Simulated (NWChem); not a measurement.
System: SnHCl, singlet; SMILES [SnH][Cl]

```xyz
3

Sn     0.0119     0.6438     0.0000
H     -1.7686     0.7982     0.0000
Cl    -0.0425    -1.7491     0.0000
```
Atoms are numbered in this order, from 1.

Level: PBE0/def2-SVP with def2 effective core potentials on Sn (NWChem), optimised geometry, unscaled harmonic frequencies. Low-valent species are run as closed-shell singlets; no triplet was tried in these runs. def2 effective core potentials on Sn; no spin-orbit coupling.

| frequency (cm⁻¹) | IR intensity (km/mol) |
|---|---|
| 358 | 54.0 |
| 596 | 33.5 |
| 1721 | 469.3 |

```yaml
zero_point_energy: 3.8 kcal/mol
thermal correction to the enthalpy at 298.15 K (with zero-point energy): 6.5 kcal/mol
heat capacity Cv: 8.6 cal/(mol K)
entropy at 298.15 K and 1 atm (symmetry number 1): 65.4 cal/(mol K)
```

Rigid rotor and harmonic oscillator.
